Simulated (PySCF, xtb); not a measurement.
H3OSi, SMILES [O][SiH3], multiplicity 2.

Harmonic wavenumbers (cm⁻¹) from xtb with GFN2-xTB at its own minimum, in rising order: 158, 196, 517, 525, 696, 1223, 1870, 1887, 2006.

### Question
What does PySCF 2.14.0 with B3LYP-D3(BJ)/def2-TZVP give at its own minimum? (An estimate is asked for; the answer gives what the named calculation found.)

### Answer
525, 543, 834, 889, 902, 997, 2162, 2226, 2227. Paired by order, the mean absolute difference is 298 cm⁻¹ and the zero-point energies are 13.0 and 16.2 kcal/mol.
